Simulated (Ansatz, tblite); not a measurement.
Cost and result up the ladder for Sn₁₇AsH₂₈⁻ (46 atoms). Total charge -1; singlet. Geometry: PBE-D4/def2-SVP.

Cartesian coordinates in Å:
```
Sn 2.9816 -3.4683 0.7435
Sn 3.8172 -1.1021 -3.0174
Sn -1.6529 -2.7694 2.2156
As 0.0263 -1.1857 -0.5857
Sn -4.7804 0.0977 2.4271
Sn -1.9386 -0.0895 3.0355
Sn -3.6598 0.4467 -2.1786
Sn 3.2593 1.0523 1.5469
Sn -0.2298 3.0684 -0.3449
Sn 0.2021 1.1018 -4.5970
Sn 0.8067 -4.1405 2.4127
Sn 2.6785 -0.9067 -0.4350
Sn 3.0157 1.0529 -4.6407
Sn 1.5557 -0.0852 3.6086
Sn -0.8656 0.8773 -1.9886
Sn -5.1533 1.4765 -0.0164
Sn -1.2638 2.5270 2.2267
Sn 2.5595 3.3180 -0.0108
H 4.4416 -3.6749 1.6733
H 3.0407 -4.7276 -0.4721
H 3.2923 -2.5531 -3.8330
H 5.5607 -1.1982 -2.9850
H -2.4661 -3.0263 0.6993
H -2.7063 -3.5444 3.3979
H 0.0490 -2.1486 -1.7930
H -5.6691 -1.3897 2.1685
H -5.8037 0.9887 3.5393
H -1.9850 -0.0778 4.7832
H -3.9175 -1.2672 -2.3761
H -4.1959 1.1529 -3.6860
H 5.0214 1.0557 1.4749
H -1.0536 4.4950 -0.9287
H -0.3668 -0.2443 -5.5499
H -0.4272 2.5220 -5.3934
H 0.3624 -5.8115 2.1140
H 1.2559 -4.0973 4.0918
H 3.6050 0.9374 -6.2819
H 3.6260 2.5549 -4.0158
H 2.6868 -1.4906 3.5235
H 2.4625 0.7257 4.9235
H -4.6544 3.1434 0.0880
H -6.8073 1.5491 -0.5804
H -2.7276 3.4549 2.4822
H -0.1221 3.1064 3.4117
H 3.2842 3.4154 -1.5970
H 2.8560 4.8788 0.7195
```

Ansatz on 4 threads of AMD EPYC 7R13 on a shared host and a share (37 GiB) of an NVIDIA H100 80GB HBM3; xTB runs through tblite on one thread. Times are rough, summed over both states, and most runs start from the orbitals of an earlier one. PBE0-D4/def2-SVP serves as the yardstick here, not as an exact answer. The other state is a triplet at its own geometry, which has other bonds, so the gap mixes isomer and spin.

In the def2 sets Sn takes a core potential; there is no spin–orbit coupling. The xTB rows come from tblite. Correlated methods freeze 77 core orbitals; core or outer-core shells of Sn, As are correlated, in sets that lack core-valence functions. Single mean-field runs in def2-SVP are fitted with def2-universal-jkfit.

Correlated methods converge slowly with the basis, most of all in double-zeta sets.

xTB has no spin-polarisation term.

```
                         level  functions  triplet − singlet (eV)  difference from PBE0-D4/def2-SVP (eV)
PBE0-D4/def2-SVP (with forces)        614                    1.27                                   0.00
                      GFN2-xTB        190                    1.02                                  -0.25
                      GFN1-xTB        218                    0.97                                  -0.31
 PBE-D4/def2-SVP (with forces)        614                    1.12                                  -0.16
            r2SCAN-D4/def2-SVP        614                    1.11                                  -0.16
               B97M-V/def2-SVP        614                    1.25                                  -0.03
               B2PLYP/def2-SVP        614                    1.25                                  -0.02
```

Task: Estimate how long each takes.

Result: GFN1-xTB 0.64 s; GFN2-xTB 1.2 s; PBE-D4/def2-SVP (with forces) 15 s; r2SCAN-D4/def2-SVP 17 s; PBE0-D4/def2-SVP (with forces) 20 s; B97M-V/def2-SVP 25 s; B2PLYP/def2-SVP 31 s. On shared hardware such times vary by a factor of up to 3.
